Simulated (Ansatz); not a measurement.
Basis-set extrapolation for CH8BClSi2 (`BC([SiH3])[SiH2]Cl`) (PBE0-D4/def2-TZVP geometry, frozen core, Ansatz 0.2.0). Multiplicity 1, RHF reference.

```csv
,def2-TZVPP,def2-QZVPP
HF,-1104.681658,-1104.715726
MP2 correlation,-0.718397,-0.773891
CCSD(T) correlation,-0.823563,not run
```

Energies in hartree. Use E(X) = E(∞) + A·exp(−7.88·√X) for Hartree–Fock and E(X) = E(∞) + B·X^(−2.97) for correlation, with X = 3 and 4, and add CCSD(T) minus MP2 of the smaller set to the MP2 limit.

**Question.** What is the CCSD(T) energy at the basis-set limit?

**Answer.** HF limit: -1104.715726 + (-0.034068) × 0.13774 = -1104.72042. MP2 limit: -0.773891 + (-0.055494) × 0.74074 = -0.81500. Higher-order term: -0.823563 − (-0.718397) = -0.10517. Total: -1105.64059 hartree, 355.4 kJ/mol below CCSD(T)/def2-TZVPP.
